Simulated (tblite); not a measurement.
Input of a run (GFN2-xTB geometry optimisation, gas phase (tblite 0.8.0)), started from a force field or distance geometry:
```
{"job": {"kind": "relax", "xc": "GFN2-xTB", "basis": "xTB"}, "charge": 0, "multiplicity": 1}
C      2.660600     0.028200     0.287500
O      1.437500     0.648400    -0.031800
C      0.499700    -0.342000    -0.171600
C     -0.446400    -0.150800    -1.389500
C     -0.947100    -0.027700     0.045600
C     -1.946300    -1.084000     0.389700
O     -2.859600    -0.870000     1.171300
Cl    -1.826500    -2.684900    -0.300700
C     -1.299700     1.343700     0.554100
F     -2.685800     1.476600     0.701600
F     -0.790800     2.311300    -0.298400
F     -0.762000     1.460100     1.817100
H      2.558800    -0.547000     1.223700
H      3.463200     0.811300     0.402200
H      3.030600    -0.598800    -0.556800
H      0.783100    -1.402500    -0.005100
H     -0.177100     0.740200    -1.973700
H     -0.701000    -1.105800    -1.876900
```

Output (eV, eV/Å):
```
step      E/eV     max force
  0   -1162.79468    3.271
  1   -1163.15366    4.355
  2   -1163.38893    1.275
  3   -1163.46533    0.625
  4   -1163.50983    0.470
  5   -1163.53831    0.571
  6   -1163.57024    0.473
  7   -1163.58994    0.296
  8   -1163.60725    0.265
  9   -1163.61996    0.312
 10   -1163.62930    0.303
 11   -1163.63603    0.283
 12   -1163.64318    0.247
 13   -1163.65192    0.275
 14   -1163.65972    0.229
 15   -1163.66402    0.112
 16   -1163.66614    0.113
 17   -1163.66772    0.101
 18   -1163.66935    0.105
 19   -1163.67103    0.107
 20   -1163.67271    0.116
 21   -1163.67445    0.131
 22   -1163.67615    0.110
 23   -1163.67752    0.071
 24   -1163.67848    0.066
 25   -1163.67928    0.062
 26   -1163.68018    0.086
 27   -1163.68125    0.091
 28   -1163.68243    0.082
 29   -1163.68367    0.094
 30   -1163.68504    0.093
 31   -1163.68655    0.096
 32   -1163.68805    0.083
 33   -1163.68943    0.085
 34   -1163.69073    0.080
 35   -1163.69218    0.095
 36   -1163.69386    0.109
 37   -1163.69548    0.087
 38   -1163.69674    0.084
 39   -1163.69758    0.059
 40   -1163.69815    0.062
 41   -1163.69870    0.056
 42   -1163.69930    0.074
 43   -1163.69983    0.066
 44   -1163.70021    0.039
 45   -1163.70045    0.035
 46   -1163.70071    0.058
 47   -1163.70105    0.063
 48   -1163.70150    0.040
 49   -1163.70179    0.045
 50   -1163.70213    0.046
 51   -1163.70243    0.044
 52   -1163.70277    0.046
 53   -1163.70314    0.053
 54   -1163.70357    0.059
 55   -1163.70411    0.063
 56   -1163.70480    0.079
 57   -1163.70555    0.065
 58   -1163.70617    0.065
 59   -1163.70677    0.060
 60   -1163.70758    0.083
 61   -1163.70856    0.103
 62   -1163.70964    0.087
 63   -1163.71043    0.107
 64   -1163.71098    0.171
 65   -1163.71223    0.077
 66   -1163.71390    0.063
 67   -1163.71614    0.139
 68   -1163.71876    0.166
 69   -1163.72204    0.206
 70   -1163.72588    0.177
 71   -1163.72782    0.387
 72   -1163.73386    0.135
 73   -1163.73713    0.113
 74   -1163.74123    0.171
 75   -1163.74328    0.113
 76   -1163.74792    0.101
 77   -1163.75037    0.110
 78   -1163.75207    0.238
 79   -1163.75555    0.154
 80   -1163.75807    0.127
 81   -1163.76241    0.183
 82   -1163.76517    0.093
 83   -1163.76718    0.091
 84   -1163.77095    0.120
 85   -1163.77263    0.134
 86   -1163.77675    0.137
 87   -1163.78066    0.160
 88   -1163.78309    0.181
 89   -1163.78538    0.130
 90   -1163.78842    0.117
 91   -1163.79039    0.131
 92   -1163.79242    0.108
 93   -1163.79469    0.126
 94   -1163.79685    0.091
 95   -1163.79835    0.086
 96   -1163.79936    0.080
 97   -1163.80030    0.069
 98   -1163.80131    0.099
 99   -1163.80229    0.087
100   -1163.80316    0.080
101   -1163.80376    0.062
102   -1163.80429    0.083
103   -1163.80489    0.055
104   -1163.80555    0.070
105   -1163.80625    0.090
106   -1163.80695    0.076
107   -1163.80743    0.041
108   -1163.80772    0.041
109   -1163.80788    0.036
110   -1163.80800    0.025
111   -1163.80809    0.019
112   -1163.80815    0.020
113   -1163.80823    0.021
114   -1163.80832    0.020
115   -1163.80840    0.017
116   -1163.80847    0.019
117   -1163.80853    0.022
118   -1163.80858    0.020
119   -1163.80865    0.022
120   -1163.80871    0.023
121   -1163.80878    0.018
122   -1163.80884    0.016
123   -1163.80891    0.022
124   -1163.80900    0.024
125   -1163.80914    0.028
126   -1163.80933    0.034
127   -1163.80956    0.037
128   -1163.80976    0.038
129   -1163.80992    0.028
130   -1163.81004    0.018
131   -1163.81013    0.017
132   -1163.81018    0.010
```

Problem. Summarise the run.

Solution. The energy falls by 1.016 eV over 132 L-BFGS steps, the largest force on an atom goes from 3.27 to 0.010 eV/Å, and the atoms move by 0.553 Å rms after alignment. The bond that changes most is C3–C4 (sp3 carbon bound to oxygen to three-membered-ring carbon), which shortens by 0.076 Å. Bonds longer at the end by more than 0.005 Å: 4 of 18; shorter: 14. Among the angles that change most is C4–C5–C6, from 112.3° to 123.2°. Among the dihedrals that turn most is C1–O2–C3–C5, from 155° to 96°. The energy never rose by more than 1e-5 eV on the way. The first step brought 35 % of the lowering.

Problem. What are the final bond lengths?

Solution. C1–O2 1.418 Å, O2–C3 1.362 Å, C3–C4 1.478 Å, C4–C5 1.518 Å, C5–C6 1.468 Å, C6=O7 1.185 Å, C6–Cl8 1.774 Å, C5–C9 1.518 Å, C9–F10 1.339 Å, C9–F11 1.336 Å, C9–F12 1.340 Å, C3–C5 1.562 Å, C1–H13 1.093 Å, C1–H14 1.087 Å, C1–H15 1.095 Å, C3–H16 1.090 Å, C4–H17 1.080 Å, C4–H18 1.078 Å. Numbering counts from 1 in the input's order; the species is `CO[C@@H]1C[C@]1(C(=O)Cl)C(F)(F)F`.

The run took 1.1 s on one thread, Arm Neoverse V2 (aarch64), shared host with 96 logical CPUs at a one-minute load of 28.

Its GFN2-xTB frequencies are all real (lowest 48 cm⁻¹). The numbers are those of one conformer.

These are computed values.
